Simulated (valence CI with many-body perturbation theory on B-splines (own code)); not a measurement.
**E1 line list for Tm LVI**

Calculated by configuration interaction combined with many-body perturbation theory (CI+MBPT): four valence electrons over a frozen Dirac-Fock core [Ne], radial functions for each j: 11 s, 11 p, 9 d, 7 f, 5 g, 2 h, 1 i, with the one-electron correlation potential Σ1, the two-electron term Σ2, the three-electron term Σ3, Breit, model QED; selected CI, second order for the rest (own B-spline code, finite nucleus).

The last digits are not significant, and no measured levels were compared; by estimate large intervals hold to a few tenths of a per cent, small ones and those within an open d or f shell to about a per cent.

Lines 51 to 100 of 230 in falling wavelength, among levels below 996.57 eV, chosen from the strongest by gf and those to the six lowest levels. Wavelengths and rates use the calculated energies. Electric multipoles are in the length gauge, E1 and E2 with the static RPA response of the core. Weak lines are less certain than strong ones. Lines between different terms over intervals too small for the method are left out, as are lines whose strength nearly cancels. Where a level lies close to another of its J and parity, the split of strength between their lines is uncertain. The highest levels of a list are the least certain.

Levels are named by their leading jj configuration (3d3/2^4 stands for four electrons in 3d with j = 3/2), which in mixed levels can hold well under half, so a name can repeat and another be missing. Letters in brackets count levels of one name in rising energy.

```
λ vac (Å)                           Upper                       Lower   A (s⁻¹)  S (a.u.) with core polarisation  S without
    68.86      (3s 3p1/2 3p3/2^2) J=1 [b]          (3s^2 3p3/2^2) J=2  1.55e+10                         7.48e-03   7.61e-03
    67.15  (3s 3p1/2 3p3/2 3d3/2) J=2 [a]  (3s 3p1/2 3p3/2^2) J=2 [a]  1.39e+10                         1.04e-02   1.06e-02
    66.78  (3s 3p1/2 3p3/2 3d3/2) J=2 [b]      (3s 3p1/2 3p3/2^2) J=3  4.88e+10                         3.59e-02   3.64e-02
    66.73          (3s 3p1/2^2 3d3/2) J=2      (3s 3p1/2^2 3p3/2) J=1  4.69e+09                         3.44e-03   3.50e-03
    66.38  (3s 3p1/2 3p3/2 3d3/2) J=2 [c]  (3s 3p1/2 3p3/2^2) J=2 [b]  1.61e+10                         1.16e-02   1.18e-02
    64.26          (3s^2 3p1/2 3d3/2) J=2      (3s^2 3p1/2 3p3/2) J=2  7.56e+09                         4.95e-03   5.02e-03
    61.51          (3s^2 3p1/2 3d3/2) J=2      (3s^2 3p1/2 3p3/2) J=1  2.97e+08                         1.71e-04   1.73e-04
    60.41          (3s 3p1/2^2 3d3/2) J=1      (3s 3p1/2^2 3p3/2) J=2  4.60e+09                         1.50e-03   1.52e-03
    58.55          (3s 3p1/2^2 3d3/2) J=2      (3s 3p1/2^2 3p3/2) J=2  1.22e+10                         6.05e-03   6.14e-03
    54.98          (3s 3p1/2^2 3d5/2) J=3      (3s^2 3p1/2 3d3/2) J=2  2.08e+08                         1.19e-04   1.21e-04
    53.45          (3s^2 3p1/2 3d3/2) J=1      (3s^2 3p1/2 3p3/2) J=2  3.98e+09                         8.99e-04   9.16e-04
    52.03          (3s 3p1/2^2 3d5/2) J=2      (3s^2 3p1/2 3d3/2) J=2  9.15e+08                         3.18e-04   3.23e-04
    51.54          (3s^2 3p1/2 3d3/2) J=1      (3s^2 3p1/2 3p3/2) J=1  2.36e+09                         4.78e-04   4.84e-04
    49.10  (3s 3p1/2 3p3/2 3d5/2) J=2 [b]  (3s 3p1/2 3p3/2^2) J=2 [b]  3.88e+10                         1.13e-02   1.15e-02
    48.32  (3s 3p1/2 3p3/2 3d5/2) J=1 [b]  (3s 3p1/2 3p3/2^2) J=1 [b]  3.27e+10                         5.47e-03   5.54e-03
    47.30  (3s 3p1/2 3p3/2 3d5/2) J=1 [a]      (3s 3p1/2 3p3/2^2) J=0  4.23e+10                         6.63e-03   6.72e-03
    47.11  (3s 3p1/2 3p3/2 3d5/2) J=3 [a]      (3s 3p1/2 3p3/2^2) J=3  2.00e+10                         7.24e-03   7.34e-03
    47.08          (3s 3p1/2^2 3d5/2) J=2      (3s 3p1/2^2 3p3/2) J=1  1.20e+11                         3.08e-02   3.12e-02
    46.78          (3s^2 3p3/2 3d5/2) J=2          (3s^2 3p3/2^2) J=2  1.15e+11                         2.90e-02   2.94e-02
    46.51  (3s 3p1/2 3p3/2 3d5/2) J=1 [b]  (3s 3p1/2 3p3/2^2) J=2 [b]  2.90e+10                         4.32e-03   4.38e-03
    46.32  (3s 3p1/2 3p3/2 3d5/2) J=1 [c]  (3s 3p1/2 3p3/2^2) J=1 [b]  3.86e+10                         5.69e-03   5.77e-03
    46.20  (3s 3p1/2 3p3/2 3d3/2) J=2 [e]  (3s 3p1/2 3p3/2^2) J=2 [a]  2.29e+10                         5.56e-03   5.64e-03
    46.15          (3s^2 3p1/2 3d5/2) J=2      (3s^2 3p1/2 3p3/2) J=2  3.02e+10                         7.34e-03   7.44e-03
    46.01          (3s^2 3p1/2 3d5/2) J=3      (3s^2 3p1/2 3p3/2) J=2  1.47e+11                         4.96e-02   5.03e-02
    45.91  (3s 3p1/2 3p3/2 3d5/2) J=2 [a]  (3s 3p1/2 3p3/2^2) J=2 [a]  1.01e+11                         2.41e-02   2.44e-02
    45.74      (3s 3p1/2 3p3/2 3d5/2) J=0  (3s 3p1/2 3p3/2^2) J=1 [b]  2.69e+11                         1.27e-02   1.29e-02
    45.47  (3s 3p1/2 3p3/2 3d5/2) J=3 [b]      (3s 3p1/2 3p3/2^2) J=3  1.19e+11                         3.88e-02   3.93e-02
    45.03  (3s 3p1/2 3p3/2 3d5/2) J=4 [b]      (3s 3p1/2 3p3/2^2) J=3  1.39e+11                         5.64e-02   5.72e-02
    44.84          (3s 3p1/2^2 3d5/2) J=3      (3s 3p1/2^2 3p3/2) J=2  1.43e+11                         4.45e-02   4.51e-02
    44.73  (3s 3p1/2 3p3/2 3d5/2) J=2 [b]      (3s 3p1/2 3p3/2^2) J=3  7.21e+10                         1.59e-02   1.62e-02
    44.72  (3s 3p1/2 3p3/2 3d5/2) J=2 [d]  (3s 3p1/2 3p3/2^2) J=1 [b]  2.77e+11                         6.11e-02   6.19e-02
    44.72          (3s^2 3p1/2 3d5/2) J=2      (3s^2 3p1/2 3p3/2) J=1  2.06e+11                         4.54e-02   4.61e-02
    44.63          (3s^2 3p3/2 3d5/2) J=1          (3s^2 3p3/2^2) J=0  2.50e+11                         3.29e-02   3.33e-02
    44.55  (3s 3p1/2 3p3/2 3d5/2) J=1 [c]  (3s 3p1/2 3p3/2^2) J=1 [a]  2.17e+11                         2.84e-02   2.88e-02
    44.43  (3s 3p1/2 3p3/2 3d5/2) J=3 [d]  (3s 3p1/2 3p3/2^2) J=2 [b]  2.96e+11                         8.96e-02   9.09e-02
    44.38  (3s 3p1/2 3p3/2 3d5/2) J=3 [a]  (3s 3p1/2 3p3/2^2) J=2 [a]  1.95e+11                         5.89e-02   5.97e-02
    44.23  (3s 3p1/2 3p3/2 3d5/2) J=1 [b]      (3s 3p1/2 3p3/2^2) J=0  1.46e+11                         1.87e-02   1.89e-02
    44.22  (3s 3p1/2 3p3/2 3d5/2) J=2 [c]  (3s 3p1/2 3p3/2^2) J=2 [b]  9.33e+10                         1.99e-02   2.02e-02
    44.11  (3s 3p1/2 3p3/2 3d5/2) J=2 [c]  (3s 3p1/2 3p3/2^2) J=1 [a]  2.35e+11                         4.97e-02   5.04e-02
    44.01      (3s 3p1/2 3p3/2 3d5/2) J=0  (3s 3p1/2 3p3/2^2) J=1 [a]  1.20e+11                         5.07e-03   5.14e-03
    43.09          (3s^2 3p3/2 3d5/2) J=3          (3s^2 3p3/2^2) J=2  4.92e+11                         1.36e-01   1.38e-01
    43.07  (3s 3p1/2 3p3/2 3d5/2) J=2 [d]  (3s 3p1/2 3p3/2^2) J=1 [a]  2.03e+10                         4.01e-03   4.07e-03
    42.94  (3s 3p1/2 3p3/2 3d5/2) J=4 [c]      (3s 3p1/2 3p3/2^2) J=3  1.72e+11                         6.03e-02   6.11e-02
    42.92  (3s 3p1/2 3p3/2 3d5/2) J=3 [b]  (3s 3p1/2 3p3/2^2) J=2 [a]  1.25e+11                         3.40e-02   3.45e-02
    42.86  (3s 3p1/2 3p3/2 3d5/2) J=1 [a]  (3s 3p1/2 3p3/2^2) J=2 [a]  3.61e+10                         4.21e-03   4.27e-03
    42.86          (3s 3p1/2^2 3d5/2) J=2      (3s 3p1/2^2 3p3/2) J=2  3.94e+10                         7.65e-03   7.76e-03
    41.81          (3s^2 3p3/2 3d5/2) J=1          (3s^2 3p3/2^2) J=2  6.32e+10                         6.84e-03   6.94e-03
    40.99  (3s 3p1/2 3p3/2 3d5/2) J=3 [c]  (3s 3p1/2 3p3/2^2) J=2 [a]  1.33e+11                         3.16e-02   3.20e-02
    40.81  (3s 3p1/2 3p3/2 3d5/2) J=3 [d]      (3s 3p1/2 3p3/2^2) J=3  4.98e+10                         1.17e-02   1.19e-02
    39.75  (3s 3p1/2 3p3/2 3d5/2) J=2 [d]      (3s 3p1/2 3p3/2^2) J=3  4.10e+10                         6.36e-03   6.45e-03
```
